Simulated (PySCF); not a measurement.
Be(I)(SMe) (CH₃BeIS), SMILES [S](C)[Be][I]. Atoms are numbered in the order given.

```xyz
7

Be     0.3561     0.7315     0.0000
I     -0.0449    -1.4045     0.0000
S      0.6932     2.5990     0.0000
C     -1.0144     3.2707     0.0000
H     -1.5665     2.9689     0.8995
H     -0.9167     4.3643     0.0000
H     -1.5665     2.9689    -0.8995
```
Charge 0, spin multiplicity 1.

Geometry optimised at PBE0-D3(BJ)/def2-SVP. The def2 effective core potentials stand for the cores of I; spin–orbit coupling is left out. One conformer was computed; it need not be the lowest.

Method: HF/def2-TZVPD (PySCF).

Mulliken values depend strongly on the basis, most of all with diffuse functions as here. ESP charges are fitted to the potential on shells at 1.4 to 2.0 van der Waals radii. Atomic charges (e):

```csv
atom,ESP fit,Mulliken
Be1,0.47,0.13
I2,-0.24,-0.14
S3,-0.33,-0.16
C4,-0.38,-0.32
H5,0.14,0.18
H6,0.20,0.14
H7,0.14,0.18
```
